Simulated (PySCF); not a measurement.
Working out the ionisation energy of Co

Co [Ar] 3d7 4s2 (4F) → Co⁺ [Ar] 3d8 (3F). Computed with PySCF 2.14 in def2-SVP (5s3p2d1f, 31 functions), with no relativity, point nucleus. Frozen: [Ar]. Energies in hartree (1 hartree = 27.21139 eV):

```tsv
part	Co (lower)	Co⁺ (upper)
UHF	-1381.211033	-1380.910508
MP2 opposite-spin	-0.087101	-0.107774
MP2 same-spin	-0.054212	-0.068887
```

What does Hartree-Fock give?

(-1380.910508) − (-1381.211033) = 0.300525 hartree = 8.178 eV.

What do MP2 and SCS-MP2 (6/5 opposite-spin, 1/3 same-spin) give?

The opposite-spin parts differ by -0.563 eV and the same-spin parts by -0.399 eV. MP2: 8.178 + (-0.563) + (-0.399) = 7.216 eV. SCS-MP2: 8.178 + 1.2 × (-0.563) + (-0.399)/3 = 7.369 eV.

Measured between the centres of the two terms (NIST): 7.869 eV, so MP2 (valence) is off by -0.653 eV.

The calculation is non-relativistic.

A double-zeta basis recovers only part of the correlation energy.

What remains against the reference includes basis incompleteness, the frozen core and correlation beyond second order.
